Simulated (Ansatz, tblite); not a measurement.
Cost and result up the ladder for the cluster K₄Na₄ (the lowest singlet isomer of a short search) (8 atoms). Charge 0, multiplicity 1. Geometry: B3LYP/def2-SVP.

```tsv
atom	x (Å)	y (Å)	z (Å)
Na1	-2.836	0.013	1.870
Na2	-1.480	3.057	0.158
Na3	0.604	0.916	2.090
Na4	1.139	-1.895	-2.434
K5	1.700	2.027	-1.697
K6	3.639	-1.052	0.972
K7	-2.277	-0.168	-2.068
K8	-0.489	-2.897	1.109
```

Ansatz on 4 threads of Arm Neoverse N1 on a shared host; xTB runs through tblite on one thread. Times are rough, summed over both states, and most runs start from the orbitals of an earlier one. No level here is sound enough to serve as a yardstick. The other state is a doublet.

The xTB rows come from tblite. B3LYP takes the VWN-RPA correlation. HOMO above LUMO, or a gap near zero within one spin, warns that the state may not be the lowest or that an electron is smeared out. The structure comes from a short search, and lower isomers may exist.

Raw xTB energies of ions are shifted by several eV.

```
          level  functions  wall time  vertical IE (eV)                                                                              remarks
       GFN1-xTB         32    0.012 s             11.88                                                                                    –
       GFN2-xTB         32     0.02 s              6.52                                                                                    –
  PBE/def2-TZVP        260       83 s              3.88  gap within one spin near zero (+1 doublet), restricted SCF unstable in HF (singlet)
B3LYP/def2-TZVP        260    1.8 min              3.84                                              restricted SCF unstable in HF (singlet)
 PBE0/def2-TZVP        260    2.4 min              3.78  restricted SCF unstable in HF (singlet), spin-contaminated (⟨S²⟩ 0.84) (+1 doublet)
```
